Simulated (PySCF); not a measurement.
**Partial charges of `C=C[SiH]1CCCC1`**

Species: C₆H₁₂Si.
Z-matrix (Å and degrees, PBE0-D3(BJ)/def2-SVP geometry), rows numbered from 1:
```
C 
C   1  1.3385
Si  2  1.8792  1  123.27
C   3  1.9038  2  114.31  1   -50.34
C   4  1.5370  3  103.76  2   105.76
C   5  1.5316  4  108.70  3    36.62
C   6  1.5362  5  108.60  4   -50.35
H   1  1.0960  2  122.48  3   179.94
H   1  1.0972  2  121.92  3     0.03
H   2  1.0981  1  117.68  3  -179.97
H   3  1.4974  2  108.26  1  -176.46
H   4  1.1001  3  114.01  2   -17.70
H   4  1.1036  3  108.70  2  -136.99
H   5  1.1027  4  112.13  3   160.32
H   5  1.1053  4  109.51  3   -82.05
H   6  1.1048  5  108.88  4    68.85
H   6  1.1027  5  111.36  4  -174.22
H   7  1.1037  3  108.20  2   -15.26
H   7  1.1003  3  114.42  2   103.76
```

Density: PBE0/pcSseg-1 (PySCF); schemes: Mulliken, IAO, Hirshfeld and ESP-fitted. Geometry: PBE0-D3(BJ)/def2-SVP, one conformer, isolated molecule.

Q: What partial charge does each atom carry?

A: In e:

```tsv
atom	environment	Mulliken	IAO	Hirshfeld	ESP-fitted
C1	terminal =CH2 carbon	-0.181	-0.272	-0.083	-0.332
C2	alkene CH carbon	-0.497	-0.421	-0.140	-0.343
Si3	SiH silicon	+0.901	+0.882	+0.359	+0.497
C4	sp3 carbon bound to silicon	-0.545	-0.542	-0.162	-0.305
C5	ring CH2 carbon	-0.250	-0.244	-0.068	-0.008
C6	ring CH2 carbon	-0.227	-0.246	-0.069	0.000
C7	sp3 carbon bound to silicon	-0.546	-0.540	-0.161	-0.261
H8	vinylic hydrogen	+0.123	+0.146	+0.047	+0.163
H9	vinylic hydrogen	+0.122	+0.134	+0.044	+0.175
H10	vinylic hydrogen	+0.127	+0.150	+0.041	+0.172
H11	Si–H hydrogen	-0.086	-0.132	-0.089	-0.145
H12	methylene hydrogen	+0.144	+0.146	+0.035	+0.080
H13	methylene hydrogen	+0.143	+0.142	+0.035	+0.082
H14	methylene hydrogen	+0.126	+0.133	+0.037	+0.013
H15	methylene hydrogen	+0.117	+0.120	+0.033	+0.034
H16	methylene hydrogen	+0.119	+0.124	+0.035	+0.037
H17	methylene hydrogen	+0.125	+0.133	+0.036	+0.005
H18	methylene hydrogen	+0.142	+0.140	+0.033	+0.077
H19	methylene hydrogen	+0.143	+0.146	+0.037	+0.059
```

Mean size of the charges over all atoms: IAO 0.252 e, Mulliken 0.245 e, ESP-fitted 0.147 e, Hirshfeld 0.081 e. Each set sums to the total charge, 0, to within 0.001 e. The IAO scheme counts the electrons in orthogonalised intrinsic atomic orbitals, a minimal basis polarised so that it spans the occupied orbitals exactly. The Hirshfeld scheme divides the density at each point in proportion to the densities of the neutral, spherically averaged free atoms.

Lowest charge. The schemes don't all agree: Mulliken C7 (-0.546); IAO C4 (-0.542); Hirshfeld C4 (-0.162); ESP-fitted C2 (-0.343).

Highest charge. All schemes agree: Mulliken Si3 (+0.901); IAO Si3 (+0.882); Hirshfeld Si3 (+0.359); ESP-fitted Si3 (+0.497).

Q: Sum the charges by element, for elements with more than one atom.

A: 
```
element  atoms  Mulliken     IAO  Hirshfeld  ESP-fitted
      C      6    -2.245  -2.265     -0.683      -1.249
      H     12    +1.345  +1.383     +0.324      +0.752
```

Q: How many electrons does the IAO scheme count on C5?

A: Z − q = 6 − (-0.244) = 6.244.

Q: How closely do the schemes follow one another over all atoms?

A: Correlation coefficient and root-mean-square difference: Mulliken with IAO 1.00, 0.031 e; IAO with Hirshfeld 0.98, 0.212 e; Mulliken with Hirshfeld 0.98, 0.215 e; Hirshfeld with ESP-fitted 0.92, 0.108 e; IAO with ESP-fitted 0.92, 0.158 e; Mulliken with ESP-fitted 0.90, 0.167 e.
